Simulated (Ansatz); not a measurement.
Consider the atomization: `CC[CH2][AlH][CH3]` → Al• + 4 C• + 11 H•.

Isolated molecules relaxed with PBE0-D4/def2-TZVP in Ansatz; ΔE leaves out vibrations. CBS: MP2 limit from def2 TZ/QZ plus the TZ coupled-cluster correction, frozen cores. This one scheme is used for every species, atoms too. For atomizations the MP2-based limit and the directly extrapolated one differ by several kJ/mol either way, and by 10 to 25 for some Ge, Se and Sn compounds, so smaller differences from it don't rank the levels. Functionals use def2-TZVPP. HSE06 is defined as in plane-wave codes. Open shells (•) are unrestricted, without spin–orbit coupling. Spin–orbit coupling would lower the free atoms: a little for Al, C. One conformer a species, not always the lowest.

```
          level  ΔE (kJ/mol)  difference from CCSD(T)/CBS
         B97M-V       5925.3                         28.4
       HSE06-D4       5914.6                         17.7
   CAM-B3LYP-D4       5922.6                         25.7
        ωB97X-V       5905.6                          8.7
        ωB97M-V       5911.6                         14.7
        r2SCAN0       5859.5                        -37.4
      CAM-B3LYP       5897.2                          0.3
CCSD/def2-TZVPP       5714.8                       -182.1
  HF/def2-QZVPP       4509.1                      -1387.8
  MP2/CBS(def2)       5927.3                         30.4
    CCSD(T)/CBS       5896.9                            0
```

Largest T1 diagnostic among the species: 0.018.

From BLYP to BHLYP (50 % exact exchange), in def2-TZVPP and without D4, ΔE moves by −27.1 kJ/mol: exact exchange takes away binding that semilocal exchange gives to molecules. In def2-TZVPP, CCSD(T) changes the Hartree–Fock value by +1271.6 kJ/mol (the triples alone add +60.6 kJ/mol) and MP2 by +1302.0 kJ/mol; breaking electron pairs costs correlation energy, which Hartree–Fock lacks.
